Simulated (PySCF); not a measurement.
B3LYP has the VWN-RPA correlation part, as in Gaussian. Delta-SCF ions had no search for a lower state. 

Species: H₉AlSi₃, SMILES `[SiH3][Al]([SiH3])[SiH3]` (charge 0, multiplicity 1).

Problem. What is the computed vertical ionisation energy (Delta-SCF), HOMO–LUMO gap and HOMO (B3LYP-D3(BJ)/def2-TZVP (PySCF))?

Solution. 
```
Item                                       Value
--------------------------------------  --------
vertical ionisation energy (Delta-SCF)   8.95 eV
HOMO–LUMO gap                            4.34 eV
HOMO                                    -7.11 eV
```
